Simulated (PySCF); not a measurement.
Dissociation curve of CuH, singlet.

Methods: UHF/def2-SVP (PySCF); RHF/def2-SVP (PySCF); UKS-r2SCAN = unrestricted r2SCAN/def2-SVP (PySCF); RKS-r2SCAN = restricted r2SCAN/def2-SVP in PySCF; UKS-wB97X-V = unrestricted wB97X-V/def2-SVP run with PySCF 2.14.0; RKS-wB97X-V = restricted wB97X-V/def2-SVP (PySCF 2.14.0); UKS-PBE = unrestricted PBE/def2-SVP run with PySCF; RKS-PBE = restricted PBE/def2-SVP (PySCF); UKS-B3LYP/6-31G* = PySCF 2.14.0 with unrestricted B3LYP/6-31G*, spherical d; RKS-B3LYP/6-31G* = restricted B3LYP/6-31G*, spherical d (PySCF); UKS-BP86/6-31G* = unrestricted BP86/6-31G*, spherical d (PySCF); RKS-BP86/6-31G* = restricted BP86/6-31G*, spherical d (PySCF); UKS-LDA (SVWN5)/6-31G* = unrestricted LDA (SVWN5)/6-31G*, spherical d in PySCF; RKS-LDA (SVWN5)/6-31G* = restricted LDA (SVWN5)/6-31G*, spherical d run with PySCF.

Scanned distances (Å): 1.19, 1.27, 1.34, 1.38, 1.45, 1.49, 1.53, 1.57, 1.62, 1.73, 1.83, 1.98, 2.25, 2.44, 2.70, 2.96, 3.28, 3.67, 4.00, 4.44, 5.16, 5.90.

**Question.** Where does the unrestricted solution first break spin symmetry (<S²> of 0.01 or more)?

**Answer.** UHF: between 1.83 and 1.98 Å; UKS-r2SCAN: between 1.98 and 2.25 Å; UKS-wB97X-V: between 2.25 and 2.44 Å; UKS-PBE: between 2.44 and 2.70 Å; UKS-B3LYP/6-31G*: between 1.49 and 1.53 Å; UKS-BP86/6-31G*: between 1.49 and 1.53 Å; UKS-LDA (SVWN5)/6-31G*: between 1.57 and 1.62 Å.

```json
[
 {"R / Å": "1.19", "<S²> UHF": "0.00", "E(RHF) − E(UHF) / kcal/mol": "0.0", "<S²> UKS-r2SCAN": "0.00", "E(RKS-r2SCAN) − E(UKS-r2SCAN) / kcal/mol": "0.0", "<S²> UKS-wB97X-V": "0.00", "E(RKS-wB97X-V) − E(UKS-wB97X-V) / kcal/mol": "0.0", "<S²> UKS-PBE": "0.00", "E(RKS-PBE) − E(UKS-PBE) / kcal/mol": "0.0", "<S²> UKS-B3LYP/6-31G*": "0.00", "E(RKS-B3LYP/6-31G*) − E(UKS-B3LYP/6-31G*) / kcal/mol": "0.0", "<S²> UKS-BP86/6-31G*": "0.00", "E(RKS-BP86/6-31G*) − E(UKS-BP86/6-31G*) / kcal/mol": "0.0", "<S²> UKS-LDA (SVWN5)/6-31G*": "0.00", "E(RKS-LDA (SVWN5)/6-31G*) − E(UKS-LDA (SVWN5)/6-31G*) / kcal/mol": "0.0"},
 {"R / Å": "1.27", "<S²> UHF": "0.00", "E(RHF) − E(UHF) / kcal/mol": "0.0", "<S²> UKS-r2SCAN": "0.00", "E(RKS-r2SCAN) − E(UKS-r2SCAN) / kcal/mol": "0.0", "<S²> UKS-wB97X-V": "0.00", "E(RKS-wB97X-V) − E(UKS-wB97X-V) / kcal/mol": "0.0", "<S²> UKS-PBE": "0.00", "E(RKS-PBE) − E(UKS-PBE) / kcal/mol": "0.0", "<S²> UKS-B3LYP/6-31G*": "0.00", "E(RKS-B3LYP/6-31G*) − E(UKS-B3LYP/6-31G*) / kcal/mol": "0.0", "<S²> UKS-BP86/6-31G*": "0.00", "E(RKS-BP86/6-31G*) − E(UKS-BP86/6-31G*) / kcal/mol": "0.0", "<S²> UKS-LDA (SVWN5)/6-31G*": "0.00", "E(RKS-LDA (SVWN5)/6-31G*) − E(UKS-LDA (SVWN5)/6-31G*) / kcal/mol": "0.0"},
 {"R / Å": "1.34", "<S²> UHF": "0.00", "E(RHF) − E(UHF) / kcal/mol": "0.0", "<S²> UKS-r2SCAN": "0.00", "E(RKS-r2SCAN) − E(UKS-r2SCAN) / kcal/mol": "0.0", "<S²> UKS-wB97X-V": "0.00", "E(RKS-wB97X-V) − E(UKS-wB97X-V) / kcal/mol": "0.0", "<S²> UKS-PBE": "0.00", "E(RKS-PBE) − E(UKS-PBE) / kcal/mol": "0.0", "<S²> UKS-B3LYP/6-31G*": "0.00", "E(RKS-B3LYP/6-31G*) − E(UKS-B3LYP/6-31G*) / kcal/mol": "0.0", "<S²> UKS-BP86/6-31G*": "0.00", "E(RKS-BP86/6-31G*) − E(UKS-BP86/6-31G*) / kcal/mol": "0.0", "<S²> UKS-LDA (SVWN5)/6-31G*": "0.00", "E(RKS-LDA (SVWN5)/6-31G*) − E(UKS-LDA (SVWN5)/6-31G*) / kcal/mol": "0.0"},
 {"R / Å": "1.38", "<S²> UHF": "0.00", "E(RHF) − E(UHF) / kcal/mol": "0.0", "<S²> UKS-r2SCAN": "0.00", "E(RKS-r2SCAN) − E(UKS-r2SCAN) / kcal/mol": "0.0", "<S²> UKS-wB97X-V": "0.00", "E(RKS-wB97X-V) − E(UKS-wB97X-V) / kcal/mol": "0.0", "<S²> UKS-PBE": "0.00", "E(RKS-PBE) − E(UKS-PBE) / kcal/mol": "0.0", "<S²> UKS-B3LYP/6-31G*": "0.00", "E(RKS-B3LYP/6-31G*) − E(UKS-B3LYP/6-31G*) / kcal/mol": "0.0", "<S²> UKS-BP86/6-31G*": "0.00", "E(RKS-BP86/6-31G*) − E(UKS-BP86/6-31G*) / kcal/mol": "0.0", "<S²> UKS-LDA (SVWN5)/6-31G*": "0.00", "E(RKS-LDA (SVWN5)/6-31G*) − E(UKS-LDA (SVWN5)/6-31G*) / kcal/mol": "0.0"},
 {"R / Å": "1.45", "<S²> UHF": "0.00", "E(RHF) − E(UHF) / kcal/mol": "0.0", "<S²> UKS-r2SCAN": "0.00", "E(RKS-r2SCAN) − E(UKS-r2SCAN) / kcal/mol": "0.0", "<S²> UKS-wB97X-V": "0.00", "E(RKS-wB97X-V) − E(UKS-wB97X-V) / kcal/mol": "0.0", "<S²> UKS-PBE": "0.00", "E(RKS-PBE) − E(UKS-PBE) / kcal/mol": "0.0", "<S²> UKS-B3LYP/6-31G*": "0.00", "E(RKS-B3LYP/6-31G*) − E(UKS-B3LYP/6-31G*) / kcal/mol": "0.0", "<S²> UKS-BP86/6-31G*": "0.00", "E(RKS-BP86/6-31G*) − E(UKS-BP86/6-31G*) / kcal/mol": "0.0", "<S²> UKS-LDA (SVWN5)/6-31G*": "0.00", "E(RKS-LDA (SVWN5)/6-31G*) − E(UKS-LDA (SVWN5)/6-31G*) / kcal/mol": "0.0"},
 {"R / Å": "1.49", "<S²> UHF": "0.00", "E(RHF) − E(UHF) / kcal/mol": "0.0", "<S²> UKS-r2SCAN": "0.00", "E(RKS-r2SCAN) − E(UKS-r2SCAN) / kcal/mol": "0.0", "<S²> UKS-wB97X-V": "0.00", "E(RKS-wB97X-V) − E(UKS-wB97X-V) / kcal/mol": "0.0", "<S²> UKS-PBE": "0.00", "E(RKS-PBE) − E(UKS-PBE) / kcal/mol": "0.0", "<S²> UKS-B3LYP/6-31G*": "0.00", "E(RKS-B3LYP/6-31G*) − E(UKS-B3LYP/6-31G*) / kcal/mol": "0.0", "<S²> UKS-BP86/6-31G*": "0.00", "E(RKS-BP86/6-31G*) − E(UKS-BP86/6-31G*) / kcal/mol": "0.0", "<S²> UKS-LDA (SVWN5)/6-31G*": "0.00", "E(RKS-LDA (SVWN5)/6-31G*) − E(UKS-LDA (SVWN5)/6-31G*) / kcal/mol": "0.0"},
 {"R / Å": "1.53", "<S²> UHF": "0.00", "E(RHF) − E(UHF) / kcal/mol": "0.0", "<S²> UKS-r2SCAN": "0.00", "E(RKS-r2SCAN) − E(UKS-r2SCAN) / kcal/mol": "0.0", "<S²> UKS-wB97X-V": "0.00", "E(RKS-wB97X-V) − E(UKS-wB97X-V) / kcal/mol": "0.0", "<S²> UKS-PBE": "0.00", "E(RKS-PBE) − E(UKS-PBE) / kcal/mol": "0.0", "<S²> UKS-B3LYP/6-31G*": "0.03", "E(RKS-B3LYP/6-31G*) − E(UKS-B3LYP/6-31G*) / kcal/mol": "0.0", "<S²> UKS-BP86/6-31G*": "0.01", "E(RKS-BP86/6-31G*) − E(UKS-BP86/6-31G*) / kcal/mol": "0.0", "<S²> UKS-LDA (SVWN5)/6-31G*": "0.00", "E(RKS-LDA (SVWN5)/6-31G*) − E(UKS-LDA (SVWN5)/6-31G*) / kcal/mol": "0.0"},
 {"R / Å": "1.57", "<S²> UHF": "0.00", "E(RHF) − E(UHF) / kcal/mol": "0.0", "<S²> UKS-r2SCAN": "0.00", "E(RKS-r2SCAN) − E(UKS-r2SCAN) / kcal/mol": "0.0", "<S²> UKS-wB97X-V": "0.00", "E(RKS-wB97X-V) − E(UKS-wB97X-V) / kcal/mol": "0.0", "<S²> UKS-PBE": "0.00", "E(RKS-PBE) − E(UKS-PBE) / kcal/mol": "0.0", "<S²> UKS-B3LYP/6-31G*": "0.09", "E(RKS-B3LYP/6-31G*) − E(UKS-B3LYP/6-31G*) / kcal/mol": "0.1", "<S²> UKS-BP86/6-31G*": "0.03", "E(RKS-BP86/6-31G*) − E(UKS-BP86/6-31G*) / kcal/mol": "0.0", "<S²> UKS-LDA (SVWN5)/6-31G*": "0.00", "E(RKS-LDA (SVWN5)/6-31G*) − E(UKS-LDA (SVWN5)/6-31G*) / kcal/mol": "0.0"},
 {"R / Å": "1.62", "<S²> UHF": "0.00", "E(RHF) − E(UHF) / kcal/mol": "0.0", "<S²> UKS-r2SCAN": "0.00", "E(RKS-r2SCAN) − E(UKS-r2SCAN) / kcal/mol": "0.0", "<S²> UKS-wB97X-V": "0.00", "E(RKS-wB97X-V) − E(UKS-wB97X-V) / kcal/mol": "0.0", "<S²> UKS-PBE": "0.00", "E(RKS-PBE) − E(UKS-PBE) / kcal/mol": "0.0", "<S²> UKS-B3LYP/6-31G*": "0.15", "E(RKS-B3LYP/6-31G*) − E(UKS-B3LYP/6-31G*) / kcal/mol": "0.3", "<S²> UKS-BP86/6-31G*": "0.06", "E(RKS-BP86/6-31G*) − E(UKS-BP86/6-31G*) / kcal/mol": "0.0", "<S²> UKS-LDA (SVWN5)/6-31G*": "0.03", "E(RKS-LDA (SVWN5)/6-31G*) − E(UKS-LDA (SVWN5)/6-31G*) / kcal/mol": "0.0"},
 {"R / Å": "1.73", "<S²> UHF": "0.00", "E(RHF) − E(UHF) / kcal/mol": "0.0", "<S²> UKS-r2SCAN": "0.00", "E(RKS-r2SCAN) − E(UKS-r2SCAN) / kcal/mol": "0.0", "<S²> UKS-wB97X-V": "0.00", "E(RKS-wB97X-V) − E(UKS-wB97X-V) / kcal/mol": "0.0", "<S²> UKS-PBE": "0.00", "E(RKS-PBE) − E(UKS-PBE) / kcal/mol": "0.0", "<S²> UKS-B3LYP/6-31G*": "0.26", "E(RKS-B3LYP/6-31G*) − E(UKS-B3LYP/6-31G*) / kcal/mol": "0.8", "<S²> UKS-BP86/6-31G*": "0.12", "E(RKS-BP86/6-31G*) − E(UKS-BP86/6-31G*) / kcal/mol": "0.2", "<S²> UKS-LDA (SVWN5)/6-31G*": "0.09", "E(RKS-LDA (SVWN5)/6-31G*) − E(UKS-LDA (SVWN5)/6-31G*) / kcal/mol": "0.1"},
 {"R / Å": "1.83", "<S²> UHF": "0.00", "E(RHF) − E(UHF) / kcal/mol": "0.0", "<S²> UKS-r2SCAN": "0.00", "E(RKS-r2SCAN) − E(UKS-r2SCAN) / kcal/mol": "0.0", "<S²> UKS-wB97X-V": "0.00", "E(RKS-wB97X-V) − E(UKS-wB97X-V) / kcal/mol": "0.0", "<S²> UKS-PBE": "0.00", "E(RKS-PBE) − E(UKS-PBE) / kcal/mol": "0.0", "<S²> UKS-B3LYP/6-31G*": "0.33", "E(RKS-B3LYP/6-31G*) − E(UKS-B3LYP/6-31G*) / kcal/mol": "1.5", "<S²> UKS-BP86/6-31G*": "0.16", "E(RKS-BP86/6-31G*) − E(UKS-BP86/6-31G*) / kcal/mol": "0.4", "<S²> UKS-LDA (SVWN5)/6-31G*": "0.13", "E(RKS-LDA (SVWN5)/6-31G*) − E(UKS-LDA (SVWN5)/6-31G*) / kcal/mol": "0.2"},
 {"R / Å": "1.98", "<S²> UHF": "0.07", "E(RHF) − E(UHF) / kcal/mol": "0.1", "<S²> UKS-r2SCAN": "0.00", "E(RKS-r2SCAN) − E(UKS-r2SCAN) / kcal/mol": "0.0", "<S²> UKS-wB97X-V": "0.00", "E(RKS-wB97X-V) − E(UKS-wB97X-V) / kcal/mol": "0.0", "<S²> UKS-PBE": "0.00", "E(RKS-PBE) − E(UKS-PBE) / kcal/mol": "0.0", "<S²> UKS-B3LYP/6-31G*": "0.41", "E(RKS-B3LYP/6-31G*) − E(UKS-B3LYP/6-31G*) / kcal/mol": "2.6", "<S²> UKS-BP86/6-31G*": "0.22", "E(RKS-BP86/6-31G*) − E(UKS-BP86/6-31G*) / kcal/mol": "0.7", "<S²> UKS-LDA (SVWN5)/6-31G*": "0.19", "E(RKS-LDA (SVWN5)/6-31G*) − E(UKS-LDA (SVWN5)/6-31G*) / kcal/mol": "—"},
 {"R / Å": "2.25", "<S²> UHF": "0.51", "E(RHF) − E(UHF) / kcal/mol": "4.0", "<S²> UKS-r2SCAN": "0.04", "E(RKS-r2SCAN) − E(UKS-r2SCAN) / kcal/mol": "0.0", "<S²> UKS-wB97X-V": "0.00", "E(RKS-wB97X-V) − E(UKS-wB97X-V) / kcal/mol": "0.0", "<S²> UKS-PBE": "0.00", "E(RKS-PBE) − E(UKS-PBE) / kcal/mol": "0.0", "<S²> UKS-B3LYP/6-31G*": "0.55", "E(RKS-B3LYP/6-31G*) − E(UKS-B3LYP/6-31G*) / kcal/mol": "5.1", "<S²> UKS-BP86/6-31G*": "0.35", "E(RKS-BP86/6-31G*) − E(UKS-BP86/6-31G*) / kcal/mol": "—", "<S²> UKS-LDA (SVWN5)/6-31G*": "0.27", "E(RKS-LDA (SVWN5)/6-31G*) − E(UKS-LDA (SVWN5)/6-31G*) / kcal/mol": "—"},
 {"R / Å": "2.44", "<S²> UHF": "0.69", "E(RHF) − E(UHF) / kcal/mol": "9.4", "<S²> UKS-r2SCAN": "0.33", "E(RKS-r2SCAN) − E(UKS-r2SCAN) / kcal/mol": "1.0", "<S²> UKS-wB97X-V": "0.22", "E(RKS-wB97X-V) − E(UKS-wB97X-V) / kcal/mol": "0.4", "<S²> UKS-PBE": "0.00", "E(RKS-PBE) − E(UKS-PBE) / kcal/mol": "0.0", "<S²> UKS-B3LYP/6-31G*": "0.68", "E(RKS-B3LYP/6-31G*) − E(UKS-B3LYP/6-31G*) / kcal/mol": "7.8", "<S²> UKS-BP86/6-31G*": "0.44", "E(RKS-BP86/6-31G*) − E(UKS-BP86/6-31G*) / kcal/mol": "—", "<S²> UKS-LDA (SVWN5)/6-31G*": "0.33", "E(RKS-LDA (SVWN5)/6-31G*) − E(UKS-LDA (SVWN5)/6-31G*) / kcal/mol": "—"},
 {"R / Å": "2.70", "<S²> UHF": "0.83", "E(RHF) − E(UHF) / kcal/mol": "18.2", "<S²> UKS-r2SCAN": "0.58", "E(RKS-r2SCAN) − E(UKS-r2SCAN) / kcal/mol": "4.2", "<S²> UKS-wB97X-V": "0.57", "E(RKS-wB97X-V) − E(UKS-wB97X-V) / kcal/mol": "4.3", "<S²> UKS-PBE": "0.30", "E(RKS-PBE) − E(UKS-PBE) / kcal/mol": "0.5", "<S²> UKS-B3LYP/6-31G*": "0.84", "E(RKS-B3LYP/6-31G*) − E(UKS-B3LYP/6-31G*) / kcal/mol": "13.2", "<S²> UKS-BP86/6-31G*": "0.60", "E(RKS-BP86/6-31G*) − E(UKS-BP86/6-31G*) / kcal/mol": "—", "<S²> UKS-LDA (SVWN5)/6-31G*": "0.51", "E(RKS-LDA (SVWN5)/6-31G*) − E(UKS-LDA (SVWN5)/6-31G*) / kcal/mol": "—"},
 {"R / Å": "2.96", "<S²> UHF": "0.90", "E(RHF) − E(UHF) / kcal/mol": "27.4", "<S²> UKS-r2SCAN": "0.72", "E(RKS-r2SCAN) − E(UKS-r2SCAN) / kcal/mol": "8.3", "<S²> UKS-wB97X-V": "0.78", "E(RKS-wB97X-V) − E(UKS-wB97X-V) / kcal/mol": "10.6", "<S²> UKS-PBE": "0.59", "E(RKS-PBE) − E(UKS-PBE) / kcal/mol": "2.9", "<S²> UKS-B3LYP/6-31G*": "0.95", "E(RKS-B3LYP/6-31G*) − E(UKS-B3LYP/6-31G*) / kcal/mol": "19.6", "<S²> UKS-BP86/6-31G*": "0.78", "E(RKS-BP86/6-31G*) − E(UKS-BP86/6-31G*) / kcal/mol": "—", "<S²> UKS-LDA (SVWN5)/6-31G*": "0.71", "E(RKS-LDA (SVWN5)/6-31G*) − E(UKS-LDA (SVWN5)/6-31G*) / kcal/mol": "—"},
 {"R / Å": "3.28", "<S²> UHF": "0.95", "E(RHF) − E(UHF) / kcal/mol": "38.3", "<S²> UKS-r2SCAN": "0.83", "E(RKS-r2SCAN) − E(UKS-r2SCAN) / kcal/mol": "13.2", "<S²> UKS-wB97X-V": "0.91", "E(RKS-wB97X-V) − E(UKS-wB97X-V) / kcal/mol": "19.7", "<S²> UKS-PBE": "0.80", "E(RKS-PBE) − E(UKS-PBE) / kcal/mol": "6.9", "<S²> UKS-B3LYP/6-31G*": "0.99", "E(RKS-B3LYP/6-31G*) − E(UKS-B3LYP/6-31G*) / kcal/mol": "28.2", "<S²> UKS-BP86/6-31G*": "0.92", "E(RKS-BP86/6-31G*) − E(UKS-BP86/6-31G*) / kcal/mol": "—", "<S²> UKS-LDA (SVWN5)/6-31G*": "0.87", "E(RKS-LDA (SVWN5)/6-31G*) − E(UKS-LDA (SVWN5)/6-31G*) / kcal/mol": "—"},
 {"R / Å": "3.67", "<S²> UHF": "0.98", "E(RHF) − E(UHF) / kcal/mol": "50.0", "<S²> UKS-r2SCAN": "0.90", "E(RKS-r2SCAN) − E(UKS-r2SCAN) / kcal/mol": "18.5", "<S²> UKS-wB97X-V": "0.97", "E(RKS-wB97X-V) − E(UKS-wB97X-V) / kcal/mol": "30.4", "<S²> UKS-PBE": "0.94", "E(RKS-PBE) − E(UKS-PBE) / kcal/mol": "12.0", "<S²> UKS-B3LYP/6-31G*": "1.00", "E(RKS-B3LYP/6-31G*) − E(UKS-B3LYP/6-31G*) / kcal/mol": "37.0", "<S²> UKS-BP86/6-31G*": "0.98", "E(RKS-BP86/6-31G*) − E(UKS-BP86/6-31G*) / kcal/mol": "—", "<S²> UKS-LDA (SVWN5)/6-31G*": "0.96", "E(RKS-LDA (SVWN5)/6-31G*) − E(UKS-LDA (SVWN5)/6-31G*) / kcal/mol": "—"},
 {"R / Å": "4.00", "<S²> UHF": "0.99", "E(RHF) − E(UHF) / kcal/mol": "58.4", "<S²> UKS-r2SCAN": "0.94", "E(RKS-r2SCAN) − E(UKS-r2SCAN) / kcal/mol": "22.1", "<S²> UKS-wB97X-V": "0.99", "E(RKS-wB97X-V) − E(UKS-wB97X-V) / kcal/mol": "38.4", "<S²> UKS-PBE": "0.98", "E(RKS-PBE) − E(UKS-PBE) / kcal/mol": "15.9", "<S²> UKS-B3LYP/6-31G*": "1.00", "E(RKS-B3LYP/6-31G*) − E(UKS-B3LYP/6-31G*) / kcal/mol": "42.6", "<S²> UKS-BP86/6-31G*": "0.99", "E(RKS-BP86/6-31G*) − E(UKS-BP86/6-31G*) / kcal/mol": "—", "<S²> UKS-LDA (SVWN5)/6-31G*": "0.98", "E(RKS-LDA (SVWN5)/6-31G*) − E(UKS-LDA (SVWN5)/6-31G*) / kcal/mol": "—"},
 {"R / Å": "4.44", "<S²> UHF": "1.00", "E(RHF) − E(UHF) / kcal/mol": "67.6", "<S²> UKS-r2SCAN": "0.98", "E(RKS-r2SCAN) − E(UKS-r2SCAN) / kcal/mol": "25.8", "<S²> UKS-wB97X-V": "1.00", "E(RKS-wB97X-V) − E(UKS-wB97X-V) / kcal/mol": "47.1", "<S²> UKS-PBE": "1.00", "E(RKS-PBE) − E(UKS-PBE) / kcal/mol": "19.8", "<S²> UKS-B3LYP/6-31G*": "1.00", "E(RKS-B3LYP/6-31G*) − E(UKS-B3LYP/6-31G*) / kcal/mol": "47.9", "<S²> UKS-BP86/6-31G*": "1.00", "E(RKS-BP86/6-31G*) − E(UKS-BP86/6-31G*) / kcal/mol": "—", "<S²> UKS-LDA (SVWN5)/6-31G*": "1.00", "E(RKS-LDA (SVWN5)/6-31G*) − E(UKS-LDA (SVWN5)/6-31G*) / kcal/mol": "—"},
 {"R / Å": "5.16", "<S²> UHF": "1.00", "E(RHF) − E(UHF) / kcal/mol": "78.6", "<S²> UKS-r2SCAN": "1.00", "E(RKS-r2SCAN) − E(UKS-r2SCAN) / kcal/mol": "29.7", "<S²> UKS-wB97X-V": "1.00", "E(RKS-wB97X-V) − E(UKS-wB97X-V) / kcal/mol": "57.4", "<S²> UKS-PBE": "1.00", "E(RKS-PBE) − E(UKS-PBE) / kcal/mol": "23.6", "<S²> UKS-B3LYP/6-31G*": "1.00", "E(RKS-B3LYP/6-31G*) − E(UKS-B3LYP/6-31G*) / kcal/mol": "52.9", "<S²> UKS-BP86/6-31G*": "1.00", "E(RKS-BP86/6-31G*) − E(UKS-BP86/6-31G*) / kcal/mol": "—", "<S²> UKS-LDA (SVWN5)/6-31G*": "0.51", "E(RKS-LDA (SVWN5)/6-31G*) − E(UKS-LDA (SVWN5)/6-31G*) / kcal/mol": "—"},
 {"R / Å": "5.90", "<S²> UHF": "1.00", "E(RHF) − E(UHF) / kcal/mol": "86.2", "<S²> UKS-r2SCAN": "1.00", "E(RKS-r2SCAN) − E(UKS-r2SCAN) / kcal/mol": "31.7", "<S²> UKS-wB97X-V": "1.00", "E(RKS-wB97X-V) − E(UKS-wB97X-V) / kcal/mol": "64.2", "<S²> UKS-PBE": "1.00", "E(RKS-PBE) − E(UKS-PBE) / kcal/mol": "25.5", "<S²> UKS-B3LYP/6-31G*": "1.00", "E(RKS-B3LYP/6-31G*) − E(UKS-B3LYP/6-31G*) / kcal/mol": "55.7", "<S²> UKS-BP86/6-31G*": "1.00", "E(RKS-BP86/6-31G*) − E(UKS-BP86/6-31G*) / kcal/mol": "—", "<S²> UKS-LDA (SVWN5)/6-31G*": "0.00", "E(RKS-LDA (SVWN5)/6-31G*) − E(UKS-LDA (SVWN5)/6-31G*) / kcal/mol": "—"}
]
```

A dash means that the run gave no value there, or that the column was ended at a point which the program doubted or which failed a test of continuity chosen for this set; such a test can also cut sound points.
